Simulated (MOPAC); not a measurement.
MOPAC input (PM7):

```
PM7 1SCF CHARGE=-1 GEO-OK AUX(PRECISION=9) THREADS=1
H3GeSi

Si   -1.39887300 1   -0.16414800 1    0.47656900 1
Ge    0.71829400 1    0.06818900 1   -0.28933900 1
H    -2.04104600 1    0.15862200 1    1.79913000 1
H    -2.52328300 1   -0.73141700 1   -0.34729800 1
H     1.16315400 1    0.68882100 1    1.13506000 1
```

Output:

```
 *******************************************************************************
 **                                                                           **
 **                              MOPAC v23.2.5                                **
 **                                                                           **
 *******************************************************************************
 ** MOPAC's Digital Object Identifier: https://doi.org/10.5281/zenodo.6511958 **
 **                                                                           **
 ** Please cite the open-source release paper for use of this MOPAC version:  **
 ** J. E. Moussa and J. J. P. Stewart (2026)                                  **
 ** MOPAC: An open-source semiempirical molecular orbital program             **
 ** J. Open Source Softw., 11(119), 8025, https://doi.org/10.21105/joss.08025 **
 *******************************************************************************

                              PM7 CALCULATION RESULTS

 *******************************************************************************
 *  PM7        - The PM7 Hamiltonian to be used
 *  GEO-OK     - OVERRIDE INTERATOMIC DISTANCE AND OTHER SAFETY CHECKS
 *
 *
 *
 *                 CHARGE ON SYSTEM = -1
 *
 *
 *
 *  1SCF       - DO 1 SCF AND THEN STOP
 *  AUX        - OUTPUT AUXILIARY INFORMATION
 *******************************************************************************
PM7 1SCF CHARGE=-1 GEO-OK AUX(PRECISION=9) THREADS=1
 H3GeSi

   ATOM   CHEMICAL          X               Y               Z
  NUMBER   SYMBOL      (ANGSTROMS)     (ANGSTROMS)     (ANGSTROMS)

     1      Si         -1.39887300  *  -0.16414800  *   0.47656900  *
     2      Ge          0.71829400  *   0.06818900  *  -0.28933900  *
     3       H         -2.04104600  *   0.15862200  *   1.79913000  *
     4       H         -2.52328300  *  -0.73141700  *  -0.34729800  *
     5       H          1.16315400  *   0.68882100  *   1.13506000  *

          CARTESIAN COORDINATES

    NO.       ATOM           X           Y           Z

     1        Si         -1.3989     -0.1641      0.4766
     2        Ge          0.7183      0.0682     -0.2893
     3         H         -2.0410      0.1586      1.7991
     4         H         -2.5233     -0.7314     -0.3473
     5         H          1.1632      0.6888      1.1351

 General Reference for PM7:
 "Optimization of Parameters for Semiempirical Methods VI: More Modifications to the
 NDDO Approximations and Re-optimization of Parameters", J. J. P. Stewart, J. Mol. Mod., 1:32, 19 (2013)
 https://link.springer.com/article/10.1007/s00894-012-1667-x

           Empirical Formula: H3 Si Ge  =     5 atoms

      MOLECULAR POINT GROUP   :   Cs

      RHF CALCULATION, NO. OF DOUBLY OCCUPIED LEVELS = 6

 -------------------------------------------------------------------------------
 PM7 1SCF CHARGE=-1 GEO-OK AUX(PRECISION=9) THREADS=1
 H3GeSi

     1SCF WAS SPECIFIED, SO BFGS WAS NOT USED
     SCF FIELD WAS ACHIEVED

                              PM7 CALCULATION
                                                       MOPAC v23.2.5 Linux

          FINAL HEAT OF FORMATION =         41.79941 KCAL/MOL =     174.88875 KJ/MOL

          COSMO AREA              =        113.69 SQUARE ANGSTROMS
          COSMO VOLUME            =        105.93 CUBIC ANGSTROMS

          IONIZATION POTENTIAL    =          3.184742 EV
          HOMO LUMO ENERGIES (EV) =         -3.185  2.755
          NO. OF FILLED LEVELS    =          6
          MOLECULAR WEIGHT        =        103.6992         POINT GROUP:  Cs

          MOLECULAR DIMENSIONS (Angstroms)

            Atom       Atom       Distance
            H     5    H     4     4.21951
            H     3   Ge     2     3.04509
            H     5   Si     1     0.00000

          SCF CALCULATIONS        =          1

   ATOM   CHEMICAL          X               Y               Z
  NUMBER   SYMBOL      (ANGSTROMS)     (ANGSTROMS)     (ANGSTROMS)

     1      Si         -1.39887300  *  -0.16414800  *   0.47656900  *
     2      Ge          0.71829400  *   0.06818900  *  -0.28933900  *
     3       H         -2.04104600  *   0.15862200  *   1.79913000  *
     4       H         -2.52328300  *  -0.73141700  *  -0.34729800  *
     5       H          1.16315400  *   0.68882100  *   1.13506000  *

                             CARTESIAN COORDINATES

   1   Si       -1.398873000    -0.164148000     0.476569000
   2   Ge        0.718294000     0.068189000    -0.289339000
   3    H       -2.041046000     0.158622000     1.799130000
   4    H       -2.523283000    -0.731417000    -0.347298000
   5    H        1.163154000     0.688821000     1.135060000

           Empirical Formula: H3 Si Ge  =     5 atoms

      MOLECULAR POINT GROUP   :   Cs

                  EIGENVALUES
 -11.60490  -9.19927  -6.68194  -4.87278  -3.23868  -3.18474   2.75495   6.09824
   7.44615   8.03353  13.06357  25.31627  25.53606  25.74084  26.17589  26.60742

              NET ATOMIC CHARGES AND DIPOLE CONTRIBUTIONS

  ATOM NO.   TYPE          CHARGE      No. of ELECS.   s-Pop       p-Pop       d-Pop
    1         Si          -0.473728        4.4737     0.76779     3.60690     0.09903
    2         Ge          -0.415943        4.4159     1.50656     2.90938
    3          H          -0.055009        1.0550     1.05501
    4          H          -0.036924        1.0369     1.03692
    5          H          -0.018395        1.0184     1.01840
 DIPOLE           X         Y         Z       TOTAL
 POINT-CHG.     3.069     0.285    -1.252     3.327
 HYBRID        -0.230     0.550     1.669     1.772
 SUM            2.838     0.835     0.416     2.987

          ATOMIC ORBITAL ELECTRON POPULATIONS

     Atom    s        px        py        pz      x^2-y^2     xz        z^2       yz        xy
    1 Si   0.76779   0.97184   1.57953   1.05553   0.02368   0.04246   0.01659   0.00589   0.01040
    2 Ge   1.50656   1.26503   0.43124   1.21311
    3  H   1.05501
    4  H   1.03692
    5  H   1.01840

 **********************
 *                    *
 * JOB ENDED NORMALLY *
 *                    *
 **********************

 == MOPAC DONE ==
```

The dipole moment of an ion depends on the origin.

The geometry given is a B3LYP-D3(BJ)/def2-TZVP minimum.
